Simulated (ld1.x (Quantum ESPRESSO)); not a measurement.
What one change does to a pseudopotential (N (Z = 7), TM semilocal)

N, norm-conserving Troullier–Martins (semilocal form), made with ld1.x (Quantum ESPRESSO) 7.5 (LDA (PZ), non-relativistic). Core [He], reference 2s1 2p4. Waves: 2s (bound): rc 0.70 bohr; 2p (bound): rc 2.20 bohr. Local part: the p channel. Core correction: Bessel-smoothed model core, default radius (core density twice the valence density).

Change: all radii but the core radius scaled by about 1.37 (s 0.96, p 3.02 bohr).

Cutoffs: the cutoffs (Ry, on a coarse ladder) from which the occupation-weighted sum of valence levels, in a spherical-Bessel basis at the reference potential, stays within 10 and 1 mRy of its value at 400 Ry; they do not see the model core or the augmentation charge, which bear on the density cutoff. Errors are all-electron minus pseudo energies relative to the spin-unpolarised reference configuration.

Q: Predict the effect on cutoff, ghosts and configuration errors.

A: The potential gets softer (110 Ry and 260 Ry → 45 Ry and 120 Ry); of the 9 tests that both files solve, the error grows in 9 and shrinks in 0 by more than 15 % and 0.3 meV (median size 24.2 → 148.3 meV); neither file shows a bound ghost at the reference potential, the only one tested. A larger radius leaves more room for a smooth pseudo-wave, so fewer plane waves are needed. More of the atom is replaced by a form fitted at one configuration, so other configurations suffer. A semilocal file is local in each channel, so a ghost entry of none says nothing of the separable form that plane-wave codes build from it.

| quantity | base | changed |
| --- | --- | --- |
| cutoff, loose | 110 Ry | 45 Ry |
| cutoff, tight | 260 Ry | 120 Ry |
| loose cutoff by channel (10 mRy a level) | s 110 Ry, p 25 Ry | s 45 Ry, p 15 Ry |
| bound ghosts | none | none |
| error for 2s2 2p3, meV [ΔE -11.17 eV] | -1.6 | -76 |
| error for 2s2 2p2, meV [ΔE 2.56 eV] | +177 | +474 |
| error for 2s2 2p1, meV [ΔE 31.54 eV] | +872 | +2420 |
| error for 2s2 2p3.3, meV [ΔE -12.84 eV] | -24 | -144 |
| error for 2s2 2p2.5, meV [ΔE -6.00 eV] | +58 | +105 |
| error for 2s1 2p3, meV [ΔE 13.98 eV] | +1.3 | +95 |
| error for 2s2 2p0, meV [ΔE 78.71 eV] | +2883 | +7261 |
| error for 2s1 2p4 (spin-polarised), meV [ΔE -3.20 eV] | +23 | -148 |
| error for 2s2 2p3 (spin-polarised), meV [ΔE -14.07 eV] | -9.6 | -279 |

Changed file: These tests converged, but a pseudo level misses the all-electron one widely, so the file describes the atom poorly there or has found another state: 2s2 2p1: 2p by 3.1 eV; 2s2 2p0: empty 2p by 6.8 eV.
